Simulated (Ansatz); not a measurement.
Ideal-gas functions of FH2InO2, SMILES `[OH][In]([OH])[F]` at 298.15 K and 1 bar, from an Ansatz frequency run at PBE0-D4/def2-TZVP.

Molar mass 167.83 g/mol, point group Cs (symmetry number 1), electronic degeneracy 1, moments of inertia 98.244, 108.671, 206.914 u Å². Harmonic wavenumbers (cm⁻¹, unscaled): 107, 126, 144, 281, 310, 591, 611, 642, 842, 859, 3875, 3878.

Use S(trans) = R[1.5 ln M + 2.5 ln T − 1.1517]; rotational temperatures θ = 24.2544 K / I; S(rot) = R[ln(√π/σ · √(T³/θAθBθC)) + 1.5]; for each mode x = 1.438777 ν̃/T, S = R[x/(eˣ − 1) − ln(1 − e⁻ˣ)] and H = RT x/(eˣ − 1); 1 cm⁻¹ = 0.0119627 kJ/mol; R = 8.31446 J/(mol·K).

By hand: the entropy, in J/(mol·K).

Translation 172.7. Rotation: θ = 0.2469, 0.2232, 0.1172 K, giving 109.3. Vibration, mode by mode: 13.90, 12.58, 11.51, 6.39, 5.70, 1.95, 1.80, 1.60, 0.74, 0.69, 0.00, 0.00, in all 56.9. Electronic 0.0. Sum 338.9 J/(mol·K).

By hand: H − E and G − E in kJ/mol, counted from the electronic energy.

Zero-point energy ½ × 12266 × 0.0119627 = 73.4; thermal vibration 9.2; translation, rotation and pV give 4 RT = 9.9. H − E = 92.5 kJ/mol, and G − E = 92.5 − 298.15 × 338.9/1000 = -8.5 kJ/mol.

Vibration gives 17 % of the entropy, 38.0 J/(mol·K) of it from the modes under 150 cm⁻¹: soft modes count most, and the harmonic formula is weakest for them. The sum counts one conformer and one mirror image; others add a mixing term.
